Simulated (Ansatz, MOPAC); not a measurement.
Species: MgF (charge +1, singlet). SMILES: [Mg+][F]

Atoms: Mg1, F2. Bonds: Mg1-F2.

Bond lengths (Å) and angles (degrees) optimised at PM6 with MOPAC; PM7 with MOPAC; MNDO with MOPAC; HF/STO-3G with Ansatz (a first-principles code); B3LYP/6-31G* with Ansatz; MP2/6-31G* with Ansatz, each started from the B3LYP-D3(BJ)/def2-TZVP structure (Ansatz) of the last column. A row stands for all coordinates that are equal there. 6-31G* holds six Cartesian d functions.

```
coordinate    PM6    PM7   MNDO  HF/STO-3G  B3LYP/6-31G*  MP2/6-31G*  B3LYP-D3(BJ)/def2-TZVP
----------  -----  -----  -----  ---------  ------------  ----------  ----------------------
Mg1-F2      1.814  1.695  1.695      1.634         1.703       1.711                   1.706
```

Mean signed difference of all 1 bond lengths from B3LYP-D3(BJ)/def2-TZVP: PM6 0.108 Å, PM7 -0.011 Å, MNDO -0.011 Å, HF/STO-3G -0.072 Å, B3LYP/6-31G* -0.003 Å, MP2/6-31G* 0.005 Å.
